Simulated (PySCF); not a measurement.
C3H9Ge, SMILES C[C](C)[GeH3], multiplicity 2.

The structure is a stationary point at PBE-D3(BJ)/def2-SVP. The isomer is the one that the SMILES or the coordinates give; other isomers of the formula were not compared.

These are TDA-PBE/def2-SVPD run with PySCF values and carry that method's errors.

Vertical excitations. 

```
state    energy (eV)  λ (nm)      f                              main pairs
-------  -----------  ------  -----  --------------------------------------
root 1          3.98     311  0.006                        α HOMO→LUMO 99 %
root 2          4.37     284  0.002    α HOMO→LUMO+1 25 %, β HOMO→LUMO 73 %
root 3          4.68     265  0.004    α HOMO→LUMO+1 73 %, β HOMO→LUMO 25 %
root 4          4.89     253  0.000                     α HOMO→LUMO+2 100 %
root 5          5.04     246  0.005                      α HOMO→LUMO+3 98 %
root 6          5.21     238  0.002  α HOMO→LUMO+4 57 %, β HOMO−2→LUMO 41 %
root 7          5.24     237  0.002                      β HOMO−1→LUMO 99 %
root 8          5.47     227  0.072  α HOMO→LUMO+4 41 %, β HOMO−2→LUMO 53 %
root 9          5.49     226  0.000                      α HOMO→LUMO+5 99 %
root 10         5.88     211  0.000                      β HOMO−3→LUMO 99 %
```
Unrestricted roots are not spin-pure.
